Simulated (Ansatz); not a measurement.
Consider the formal exchange of groups at the Se–Ge bond: `Cl[CH2][GeH2][SeH]` + `[SiH3][SiH3]` → `[SiH3][SiH2][SeH]` + `Cl[CH2][GeH3]`.

Calculated with Ansatz (gas phase, PBE0-D4/def2-TZVP geometries, no zero-point term in ΔE). CBS: MP2 limit from def2 TZ/QZ plus the TZ coupled-cluster correction, frozen cores. For Ge, Se outer-core shells are correlated without core-valence functions, which leaves a few kJ/mol of doubt a bond. Scalar relativity is left out up to krypton. One conformer a species, not always the lowest.

| species | SCS-MP2/def2-QZVPP energy (Eh) |
| --- | --- |
| `Cl[CH2][GeH2][SeH]` | -4977.04008 |
| `[SiH3][SiH3]` | -581.69365 |
| `[SiH3][SiH2][SeH]` | -2982.12952 |
| `Cl[CH2][GeH3]` | -2576.60464 |

(1) Work out ΔE.

Largest T1 diagnostic among the species: 0.013.

Answers

(1) ΔE = (-2982.12952) + (-2576.60464) − (-4977.04008) − (-581.69365) = -0.00043 Eh = -1.1 kJ/mol. CCSD(T)/CBS gives -3.0 kJ/mol.
